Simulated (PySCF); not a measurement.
## Spinor energies of Lu⁶²⁺ (lutetium, charge +62)

Start: [He] 2s2 2p5; 2p1/2 filled at m_j = -1/2, +1/2; 2p3/2 filled at m_j = -1/2, +1/2, +3/2. Calculated with PySCF 2.14 in an uncontracted even-tempered set (17 s from 45 bohr⁻², ratio 2.4; 13 p from 59 bohr⁻², ratio 2.4; 5 d from 200 bohr⁻², ratio 2.6; 4 f from 300 bohr⁻², ratio 2.6): generalised Hartree-Fock with the X2C-1e Hamiltonian and a Gaussian nucleus; one run each with spin-orbit coupling (SO) switched off, then screened by Boettger's factors.

| spinor shell | electrons | ε, spin-free (eV) | ε, screened SO (eV) | weight of nominal j (screened SO) | rms radius, screened SO (bohr) |
| --- | --- | --- | --- | --- | --- |
| 1s1/2 | 2 | -69330.8 | -69306.0 | 1.000 | 0.0219 |
| 2s1/2 | 2 | -16147.5 | -16140.5 | 1.000 | 0.0864 |
| 2p1/2 | 2 | -14913.7 | -15741.0 | 1.000 | 0.0733 |
| 2p3/2 | 3 | -14913.7 | -14569.3 | 1.000 | 0.0799 |

| quantity | spin-free | screened SO |
| --- | --- | --- |
| E (hartree) | -9551.89078 | -9575.82515 |
| M_J | 3/2 | 3/2 |
| ⟨J²⟩ | 3.750 | 3.750 |
| ⟨L²⟩ | 2.000 | 2.021 |
| ⟨S²⟩ | 0.750 | 0.771 |

Each row is a mean over spinors that exchange with the open shell spreads, by up to 61.411 eV (2s1/2).

Breit and QED terms are absent; they matter most for the inner s and p1/2 levels.

Densities and radii are taken from the X2C orbitals without a picture-change correction, which distorts them close to the nucleus.

Without spin-orbit coupling the j labels of p, d and f shells carry no meaning; the spin-free column gives the mean over the occupied spinors of each nl shell.
